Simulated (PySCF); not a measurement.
C2H5FSi, SMILES C=C[SiH2]F, singlet, PBE/def2-SVP optimised geometry.

```
9

C      1.03    -0.93    -1.02
C      0.31    -0.43     0.00
Si    -1.56    -0.43     0.00
F     -2.13     1.11     0.00
H      2.13    -0.95    -1.02
H      0.54    -1.35    -1.92
H      0.85    -0.02     0.87
H     -2.11    -1.09     1.23
H     -2.05    -1.11    -1.24
```

Density from PBE/def2-TZVP run with PySCF at that geometry.

Minimum of the electron density along straight lines between bonded atoms, close to the bond critical point (lines longer than 1.1 times the sum of covalent radii, or with two minima, are not listed):

| bond | length / Å | ρ at the minimum / e bohr⁻³ | ∇²ρ there / e bohr⁻⁵ | position (fraction from the first atom) |
|---|---|---|---|---|
| C1–C2 | 1.349 | 0.335 | -0.96 | 0.51 |
| C2–Si3 | 1.867 | 0.123 | 0.18 | 0.61 |
| Si3–F4 | 1.644 | 0.125 | 0.79 | 0.42 |
| C1–H5 | 1.104 | 0.271 | -0.92 | 0.65 |
| C1–H6 | 1.105 | 0.271 | -0.92 | 0.65 |
| C2–H7 | 1.106 | 0.267 | -0.88 | 0.65 |
| Si3–H8 | 1.503 | 0.121 | 0.10 | 0.49 |
| Si3–H9 | 1.502 | 0.120 | 0.10 | 0.49 |
